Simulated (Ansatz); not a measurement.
Input file for Ansatz (a program for electronic structure): U-CCSD(T)/aug-cc-pVTZ on BFH (SMILES [BH]F), 2S+1 = 2, atoms moved off the minimum.

Ansatz 0.2 input:
```yaml
crystal:
  periodic: [false, false, false]
  atoms:
    - {symbol: B, position_ang: [-0.57104896, 0.42945078, 0.04056596]}
    - {symbol: F, position_ang: [0.54039410, -0.20361193, -0.01441451]}
    - {symbol: H, position_ang: [-1.68396098, -0.18221653, -0.03323578]}
basis:
  gaussian:
    orbitals: aug-cc-pVTZ
magnetization: {spin_polarized: true, initial_magnetization: 1}
correlation: {method: ccsd_t, electrons: outside_noble_gas}
scf: {omitted_lower_state_checks: [cluster_reference]}
output: {forces: true}
```

It printed:

```
WARN ansatz: RAYON_NUM_THREADS=1 ignored (pool sized by the plan → 1); use --threads N
Functional definition: HF
these checks for a lower state are left out or cut short: cluster_reference
integrals: 0.26 GiB planned
689 factors; integrals over basis functions are off by at most 9.6e-4 eV
mean field: 0.23 GiB planned
mean field evaluation 1: about -3392.5822 eV, gradient 1.7e1 eV
mean field evaluation 2: about -3392.5827 eV, gradient 1.7e1 eV
mean field evaluation 4: about -3394.0290 eV, gradient 2.4e0 eV
mean field evaluation 8: about -3394.1341 eV, gradient 1.5e-1 eV
mean field -3394.13454861 eV, -124.7321440344 hartree, gradient 2.4e-6 eV, S^2 0.754258; 0 other end points of the search recorded, 0 dependent functions left out
2 core orbitals not correlated
reference -3394.13454861 eV, -124.7321440344 hartree; 6, 5 occupied and 107, 108 virtual orbitals, 689 factors
densities: 1.61 GiB planned
second order -9.08923242 eV of doubles, -0.00000000 eV of singles
coupled cluster: 0.99 GiB planned
cycle   1  -9.09151001 eV  change   -2.3e-3 eV  update   7.0e-2
cycle   2  -9.30856266 eV  change   -2.2e-1 eV  update   2.3e-2
cycle   3  -9.37653258 eV  change   -6.8e-2 eV  update   1.4e-2
cycle   4  -9.36778056 eV  change    8.8e-3 eV  update   4.3e-3
cycle   5  -9.36818155 eV  change   -4.0e-4 eV  update   2.0e-3
cycle   6  -9.36938228 eV  change   -1.2e-3 eV  update   6.8e-4
cycle   7  -9.36924360 eV  change    1.4e-4 eV  update   3.0e-4
cycle   8  -9.36924876 eV  change   -5.2e-6 eV  update   1.1e-4
cycle   9  -9.36928328 eV  change   -3.5e-5 eV  update   3.9e-5
cycle  10  -9.36927055 eV  change    1.3e-5 eV  update   1.3e-5
cycle  11  -9.36927690 eV  change   -6.4e-6 eV  update   5.9e-6
cycle  12  -9.36927887 eV  change   -2.0e-6 eV  update   2.4e-6
cycle  13  -9.36927912 eV  change   -2.5e-7 eV  update   1.0e-6
perturbative correction -0.29497133 eV, -0.0108399964 hartree
the calculation of the forces begins
Total energy: -3403.79879906 eV, -125.0872986878 hartree
Atom 0 at    -0.571049     0.429451     0.040566 Å, force    -2.217668     0.102071    -0.010412 eV/Å
Atom 1 at     0.540394    -0.203612    -0.014415 Å, force     1.134597    -0.671812    -0.058770 eV/Å
Atom 2 at    -1.683961    -0.182217    -0.033236 Å, force     1.083071     0.569741     0.069182 eV/Å
Dipole moment:    -0.079374    -0.059778    -0.006935 e Å
Checks for a lower state left out: cluster_reference
```

The calculation finished and met its thresholds.

Cost: about 80 core-seconds (a rough figure).
